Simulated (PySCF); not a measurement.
```xyz
3
charge 1 multiplicity 3, angstrom
Au   -0.0033    0.0000    0.0000
H     0.3194   -1.6407    0.0000
H     0.3194    1.6407    0.0000
```

Level of theory: UPBE0 in PySCF with Au def2-TZVP with ECP60, H def2-TZVP; scalar-relativistic core potentials, no spin–orbit coupling; density-fitted integrals.

This geometry of [AuH2]+ is a stationary point at this level.

(1) What is the point group?

(2) Is it a minimum?

(3) Which band is strongest in the infrared?

(4) What are the dipole moment and the gap between the highest occupied and lowest empty levels of either spin?

## Answers

(1) C2v.

(2) Yes: all harmonic wavenumbers are real.

(3) 1106 cm⁻¹ (b2), 675 km/mol.

(4) 0.21 D about the centre of mass and 3.43 eV.

Only a few start shapes were tried, so a lower isomer may exist. Open d and f shells are described by one determinant, and the ground state may have another occupation or spin. Spin–orbit coupling, left out here, can matter for elements this heavy.
